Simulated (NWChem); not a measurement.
# Atomisation of HP

SMILES: [PH]
```xyz
2

P      0.0000     0.0000     0.0907
H      0.0000     0.0000    -1.3604
```
Charge 0, spin multiplicity 3.

Everything below was run with NWChem. The geometry was optimised at UPBE/def2-SVP, a minimum by its harmonic frequencies.

Basis set: def2-QZVP. The atomisation energy is electronic alone: no zero-point, thermal, spin-orbit or counterpoise terms. No value is extrapolated to the basis-set limit. Free atoms are single determinants with multiplicities P 4, H 2. Correlated methods freeze the same cores in atoms and molecule, 5 orbitals in all.

Relative cost: rough, from shared machines, SCF included, LDA (SVWN5) = 1. Costs are the molecule's.

The correlated methods keep 5 core orbitals frozen. B3LYP has NWChem's definition, with VWN1-RPA local correlation. This spin state was chosen for the runs; another may lie lower. The structure started from a generated list of species. The unpaired electrons of the parent sit in orbitals of symmetry b1 and b2 (C2v labels of the run); other states weren't searched. The stability of the SCF solutions was not checked. Open-shell Hartree-Fock references start from PBE0 orbitals; any time given for them includes that run. Coupled-cluster values serve here as a point of comparison, not as the truth.

```tsv
method	atomisation energy (kcal/mol)	relative cost
LDA (SVWN5)	83.7	1
BP86	79.0	under 3
PBE	74.9	under 3
BHandHLYP	…	under 3
PBE0	74.0	under 3
B3LYP	…	under 3
TPSS	78.5	under 3
HF	51.7	under 3
MP2	67.5	5
CCSD(T)	…	10
```

### Question
What belongs in the gaps?

### Answer

- BHandHLYP, atomisation energy (kcal/mol): 75.3
- B3LYP, atomisation energy (kcal/mol): 77.0
- CCSD(T), atomisation energy (kcal/mol): 72.1
